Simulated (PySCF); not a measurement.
**Radial density of C (carbon, neutral)**

r2SCAN0, [He] 2s1 2p2 3d1, one real determinant (an excited configuration). All numbers are calculated (PySCF 2.14, the spin-free X2C one-electron Hamiltonian (Gaussian nucleus), in aug-cc-pCVTZ-DK with one added diffuse shell each of s, p, d, f type (8s7p5d3f, 75 functions)).

| r (bohr) | 4πr²ρ (e/bohr) | 4πr²(ρα − ρβ) |
| --- | --- | --- |
| 0.00499 | 0.03813 | 0.0011 |
| 0.00839 | 0.1034 | 0.0029 |
| 0.0141 | 0.2696 | 0.0076 |
| 0.0238 | 0.6765 | 0.0190 |
| 0.0399 | 1.570 | 0.0438 |
| 0.0672 | 3.211 | 0.0883 |
| 0.113 | 5.285 | 0.1416 |
| 0.190 | 6.129 | 0.1659 |
| 0.320 | 4.118 | 0.2172 |
| 0.538 | 1.758 | 0.7541 |
| 0.905 | 1.877 | 1.8204 |
| 1.52 | 1.660 | 1.6600 |
| 2.56 | 0.4162 | 0.4162 |
| 4.31 | 0.1061 | 0.1061 |
| 7.24 | 0.1842 | 0.1842 |
| 12.2 | 0.01063 | 0.0106 |

Densities and radii are taken from the X2C orbitals without a picture-change correction, which distorts them close to the nucleus.

⟨L²⟩ = 7.92 against 12 for a pure F term, so this real determinant mixes terms. The outer electron is Rydberg-like, and this basis confines it to a smaller radius and binds it less than a complete one would.
